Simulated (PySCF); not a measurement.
Geometry:
```
atom   x (Å)   y (Å)   z (Å)
  O1   2.527   1.157   0.276
  C2   2.514  -0.036   0.276
  O3   1.457  -0.837   0.166
  C4   0.188  -0.347   0.024
  C5  -0.319   0.902  -0.050
 Si6  -2.128   0.371  -0.246
  C7  -1.014  -1.220  -0.092
  O8  -1.116  -2.416  -0.076
  H9   3.410  -0.671   0.371
 H10   0.245   1.817   0.000
 H11  -2.743   0.616  -1.545
 H12  -3.019   0.663   0.871
```

Theory: shieldings: GIAO PBE0/pcSseg-1, geometry: GFN2-xTB, in PySCF 2.14 (gas phase, non-relativistic, a single conformation, fast rotation and ring inversion assumed for equivalent nuclei).

Referencing at the same level of theory: 13C and 1H and 29Si vs TMS; H2O for 17O.

```
  atoms  nucleus  count  δ (ppm)
     H9       1H      1     8.24
    H10       1H      1     9.36
     O8      17O      1        ?
H11/H12       1H      2        ?
     C7      13C      1        ?
     O3      17O      1    263.5
     C5      13C      1    166.4
     O1      17O      1    469.6
     C4      13C      1    171.6
     C2      13C      1    163.4
    Si6     29Si      1    -30.8
```

Problem. Complete the table.

Solution. 
- C7: 215.6 ppm, carbonyl carbon
- H11/H12: 5.05 ppm, hydrogen on a silicon bonded to 2 C, in a 4-membered ring
- O8: 753.4 ppm, carbonyl oxygen

Shifts are as computed. Against solution values, carbons near 30 ppm lie about +3 ppm off and those near 130 ppm about +5 ppm. Of 1211 compounds with measured shifts, 218 miss one by over three times the rms of a fit or turn the order of signals round; such compounds aren't used in these exercises. Unscaled 17O shifts of doubly bonded oxygen tend to come out too high, by tens of ppm or more. Experimental scales use liquid or dissolved standards, which lie at an offset from isolated H2O (liquid H2O: subtract about 36 ppm).
